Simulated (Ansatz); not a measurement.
`CC(C)=C=C=C=C=C=C=C=C=C=C(C)C` with charge -1. Total charge -1; doublet. Geometry PBE0-D4/def2-SVP, that of the neutral singlet; atoms count from 1.

Cartesian coordinates in Å:
```
C -3.826 6.223 -0.891
C -2.426 5.979 -0.409
C -1.612 7.180 -0.027
C -1.928 4.750 -0.325
C -1.448 3.570 -0.243
C -0.964 2.375 -0.161
C -0.482 1.189 -0.081
C 0.000 0.000 0.001
C 0.483 -1.189 0.082
C 0.964 -2.375 0.163
C 1.448 -3.570 0.245
C 1.927 -4.750 0.326
C 2.426 -5.979 0.409
C 3.148 -6.609 -0.745
C 2.289 -6.794 1.661
H -4.410 6.750 -0.117
H -4.343 5.290 -1.147
H -3.815 6.877 -1.780
H -1.519 7.868 -0.885
H -2.116 7.743 0.778
H -0.606 6.905 0.314
H 3.197 -5.942 -1.615
H 4.176 -6.881 -0.450
H 2.646 -7.545 -1.045
H 1.749 -6.254 2.449
H 1.755 -7.736 1.448
H 3.286 -7.075 2.045
```

Estimate the Mulliken populations from the PBE0/def2-TZVP orbitals of Ansatz.


```tsv
atom	charge (e)	spin (α − β)
C1	-0.35	0.02
C2	-0.11	-0.13
C3	-0.35	0.02
C4	0.00	0.36
C5	-0.02	-0.22
C6	-0.16	0.33
C7	-0.09	-0.14
C8	-0.10	0.22
C9	-0.12	0.03
C10	-0.11	0.05
C11	-0.08	0.20
C12	0.05	-0.08
C13	-0.12	0.34
C14	-0.36	-0.02
C15	-0.36	-0.02
H16	0.10	0.00
H17	0.13	0.00
H18	0.10	0.00
H19	0.10	0.00
H20	0.10	0.00
H21	0.13	0.00
H22	0.13	0.00
H23	0.09	0.02
H24	0.09	0.02
H25	0.13	0.00
H26	0.09	0.02
H27	0.09	0.02
```
Mulliken values depend strongly on the basis.

Where does the spin sit?

Summed by element: C 0.94, H 0.06, of 1 unpaired in all. Largest on single atoms: C4 0.36, C13 0.34, C6 0.33.

And the Mayer bond orders between heavy atoms (over 0.3)?

C1–C2 1.02 (1.50 Å); C2–C3 1.02 (1.50 Å); C2–C4 1.69 (1.33 Å); C4–C5 1.94 (1.28 Å); C5–C6 1.95 (1.29 Å); C6–C7 1.82 (1.28 Å); C7–C8 2.04 (1.29 Å); C8–C9 1.77 (1.29 Å); C9–C10 2.07 (1.28 Å); C10–C11 1.76 (1.29 Å); C11–C12 2.12 (1.28 Å); C12–C13 1.56 (1.33 Å); C13–C14 1.02 (1.50 Å); C13–C15 1.02 (1.50 Å).
